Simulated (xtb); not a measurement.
H₄N (SMILES [NH4+]), charge +1, singlet, at a GFN2-xTB geometry; GFN1-xTB in xtb 6.7.1.

Here is a job for xtb.
```
$ xtb mol.xyz --gfn 1 --chrg 1 --json

# file mol.xyz
5

N      0.00000000    -0.00000000     0.00000000
H     -0.00729522     0.96603165    -0.35603162
H      0.83638328    -0.48824031    -0.34944714
H     -0.84471152    -0.49151576    -0.32388825
H      0.01562347     0.01372441     1.02936701
```

It wrote (shortened):

```
   ID    Z sym.   atoms
    1    7 N      1
    2    1 H      2-5

           -------------------------------------------------
          |                Calculation Setup                |
           -------------------------------------------------

           -------------------------------------------------
          |                 G F N 1 - x T B                 |
           -------------------------------------------------

          ...................................................
          :                      SETUP                      :
          :.................................................:
          :  # basis functions                  12          :
          :  # atomic orbitals                  12          :
          :  # shells                           10          :
          :  # electrons                         8          :
          :  # halogen bonds                     0          :
          :  max. iterations                   250          :
          :  Hamiltonian                  GFN1-xTB          :
          :  restarted?                      false          :
          :  GBSA solvation                  false          :
          :  PC potential                    false          :
          :  electronic temp.          300.0000000     K    :
          :  accuracy                    1.0000000          :
          :  -> integral cutoff          0.2500000E+02      :
          :  -> integral neglect         0.1000000E-07      :
          :  -> SCF convergence          0.1000000E-05 Eh   :
          :  -> wf. convergence          0.2000000E-04 e    :
          :  Broyden damping             0.4000000          :
          :  net charge                          1          :
          :  unpaired electrons                  0          :
          ...................................................

 iter      E             dE          RMSdq      gap      omega  full diag
   1     -4.9544522 -0.495445E+01  0.468E+00   10.78       0.0  T
   2     -4.9676315 -0.131793E-01  0.256E+00   11.28       1.0  T
   3     -4.9692090 -0.157753E-02  0.897E-01   11.61       1.0  T
   4     -4.9692721 -0.631173E-04  0.119E-03   11.55      37.5  T
   5     -4.9692721 -0.945588E-09  0.130E-05   11.55    3444.5  T
   6     -4.9692721  0.000000E+00  0.191E-06   11.55   23372.7  T

   *** convergence criteria satisfied after 6 iterations ***

         :::::::::::::::::::::::::::::::::::::::::::::::::::::
         ::                     SUMMARY                     ::
         :::::::::::::::::::::::::::::::::::::::::::::::::::::
         :: total energy              -4.906902067806 Eh    ::
         :: gradient norm              0.017929366713 Eh/a0 ::
         :: HOMO-LUMO gap             11.553333476210 eV    ::
         ::.................................................::
         :: SCC energy                -4.969272116745 Eh    ::
         :: -> electrostatic           0.149681090136 Eh    ::
         :: repulsion energy           0.062828825793 Eh    ::
         :: dispersion energy         -0.000458776854 Eh    ::
         :: halogen bond corr.         0.000000000000 Eh    ::
         :: add. restraining           0.000000000000 Eh    ::
         :: total charge               1.000000000000 e     ::
         :::::::::::::::::::::::::::::::::::::::::::::::::::::

           -------------------------------------------------
          |                Property Printout                |
           -------------------------------------------------

    * Orbital Energies and Occupations

         #    Occupation            Energy/Eh            Energy/eV
      -------------------------------------------------------------
         1        2.0000           -1.1130725             -30.2882
         2        2.0000           -0.8911022             -24.2481
         3        2.0000           -0.8911022             -24.2481
         4        2.0000           -0.8911022             -24.2481 (HOMO)
         5                         -0.4665250             -12.6948 (LUMO)
         6                         -0.3620047              -9.8506
         7                         -0.3620047              -9.8506
         8                         -0.3620047              -9.8506
         9                         -0.0891587              -2.4261
        10                         -0.0891587              -2.4261
        11                         -0.0891587              -2.4261
        12                          0.4384637              11.9312
      -------------------------------------------------------------
                  HL-Gap            0.4245772 Eh           11.5533 eV
             Fermi-level           -0.6788136 Eh          -18.4715 eV

  Mulliken/CM5 charges         n(s)   n(p)   n(d)
     1N    -0.26842 -0.96795   1.459  3.809  0.000
     2H     0.31710  0.49199   0.683  0.000  0.000
     3H     0.31710  0.49199   0.683  0.000  0.000
     4H     0.31710  0.49199   0.683  0.000  0.000
     5H     0.31710  0.49199   0.683  0.000  0.000

Wiberg/Mayer (AO) data.
largest (>0.10) Wiberg bond orders for each atom

 ---------------------------------------------------------------------------
     #   Z sym  total        # sym  WBO       # sym  WBO       # sym  WBO
 ---------------------------------------------------------------------------
     1   7 N    3.571 --     3 H    0.893     2 H    0.893     5 H    0.893
                             4 H    0.893
     2   1 H    0.896 --     1 N    0.893
     3   1 H    0.896 --     1 N    0.893
     4   1 H    0.896 --     1 N    0.893
     5   1 H    0.896 --     1 N    0.893
 ---------------------------------------------------------------------------

Topologies differ in total number of bonds
Writing topology from bond orders to xtbtopo.mol

 dipole moment from electron density (au)
     X       Y       Z
   0.0000  -0.0000  -0.0000  total (Debye):    0.000

           -------------------------------------------------
          | TOTAL ENERGY               -4.906902067806 Eh   |
          | GRADIENT NORM               0.017929366713 Eh/α |
          | HOMO-LUMO GAP              11.553333476210 eV   |
           -------------------------------------------------

normal termination of xtb
```
